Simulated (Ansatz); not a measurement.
Reaction (cleavage of the B–Si bond): `CB[Si]1(N)C=N1` + `O[SiH2]F` → `CBO[SiH2]F` + `N[SiH]1C=N1`

Program: Ansatz. Geometries: PBE0-D4/def2-TZVP. ΔE: electronic, gas phase. CBS: MP2 limit from def2 TZ/QZ plus the TZ coupled-cluster correction, frozen cores. Functionals use def2-TZVPP. B3LYP here is the variant with VWN-RPA as its local correlation; programs differ in this. One conformer a species, not always the lowest.

`CB[Si]1(N)C=N1`:

```xyz
13

C    -0.990   -1.374    1.449
B    -0.447    0.051    1.154
Si    0.431    0.606   -0.527
N     0.736   -0.612   -1.686
C     0.401    2.319   -1.059
N     1.515    2.060   -0.508
H    -1.903   -1.372    2.052
H    -1.123   -2.026    0.584
H    -0.227   -1.843    2.093
H    -0.526    0.900    1.997
H     0.968   -1.548   -1.399
H     1.096   -0.400   -2.601
H     0.070    3.239   -1.550
```

`O[SiH2]F`:

```xyz
6

O     0.454    0.133   -1.181
Si    0.036   -0.121    0.373
F    -1.287   -1.008    0.470
H    -0.076    0.726   -1.715
H     1.144   -0.879    0.982
H    -0.272    1.149    1.071
```

`CBO[SiH2]F`:

Cartesian coordinates in Å:
```
C 1.333 1.276 -0.900
B 0.604 0.357 0.123
O -0.501 -0.351 -0.245
Si -1.495 -1.337 0.602
F -2.820 -0.530 0.955
H 1.355 2.305 -0.522
H 0.881 1.274 -1.893
H 2.385 0.981 -0.985
H 0.995 0.245 1.260
H -0.864 -1.753 1.874
H -1.871 -2.466 -0.270
```

`N[SiH]1C=N1`:

```xyz
8

N    -0.530   -0.242    1.360
Si   -0.408   -0.008   -0.313
C     1.034    0.589   -1.130
N     0.909   -0.687   -1.283
H     0.269   -0.286    1.969
H    -1.362   -0.624    1.777
H    -1.763    0.041   -0.888
H     1.852    1.219   -1.492
```

**Question.** Is it downhill or uphill in electronic energy at CCSD(T)/CBS, and by how much? (Best estimate.)

**Answer.** The calculation gave: Downhill: ΔE = -1.51 eV.

**Question.** What do these levels give: r2SCAN-D4, ωB97X-V, ωB97M-V, B2PLYP, PBE, PBE0, B3LYP, HF/def2-TZVPP, MP2/def2-TZVPP, CCSD/def2-TZVPP, CCSD(T)/def2-TZVPP, CCSD/CBS(def2)? (Estimate.)

**Answer.** Ansatz gave: r2SCAN-D4 -1.39, ωB97X-V -1.54, ωB97M-V -1.56, B2PLYP -1.54, PBE -1.26, PBE0 -1.40, B3LYP -1.51, HF/def2-TZVPP -1.83, MP2/def2-TZVPP -1.56, CCSD/def2-TZVPP -1.57, CCSD(T)/def2-TZVPP -1.51, CCSD/CBS(def2) -1.57 eV.

Largest T1 diagnostic among the species: 0.018.

In def2-TZVPP, CCSD(T) changes the Hartree–Fock value by +0.32 eV (the triples alone add +0.06 eV) and MP2 by +0.27 eV. The D4 term adds +0.04 eV with B3LYP and +0.02 eV with PBE0; it sums over pairs of atoms, weighted by their polarisabilities, and B3LYP, whose exchange is more repulsive, gets the larger term. From PBE to PBE0 (25 % exact exchange), in def2-TZVPP and without D4, ΔE moves by −0.14 eV.
